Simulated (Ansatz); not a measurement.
A run for Ansatz (an electronic-structure program): U-B3LYP/def2-TZVPP on H2SeZn (SMILES [ZnH][SeH]), a point of a bond scan (R = 2.948 Å).

Ansatz 0.2 input:
```yaml
crystal:
  periodic: [false, false, false]
  atoms:
    - {symbol: Zn, position_ang: [-0.70919421, -0.50984122, -0.82879930]}
    - {symbol: H, position_ang: [-1.61369366, -1.16459831, -1.88282235]}
    - {symbol: Se, position_ang: [0.65395606, 0.50525059, 0.74073403]}
    - {symbol: H, position_ang: [0.65607146, -1.94262057, 2.38295465]}
basis:
  gaussian:
    orbitals: def2-TZVPP
hamiltonian:
  xc: {name: B3LYP}
magnetization: {spin_polarized: true, initial_magnetization: 0}
```

The head of its log:

```
WARN ansatz: RAYON_NUM_THREADS=1 ignored (pool sized by the plan → 1); use --threads N
Functional definition: B3LYP
integrals: 0.06 GiB planned
1091 factors; their error is unknown
mean field: 0.84 GiB planned
mean field evaluation 1: about -113797.8650 eV, gradient 3.0e1 eV
mean field evaluation 2: about -113785.6102 eV, gradient 6.4e1 eV
```

Problem. Give the final energy of this run.

Solution. -4182.1423 hartree. Its determinant has ⟨S²⟩ = 0.81, a mixture of spin states.
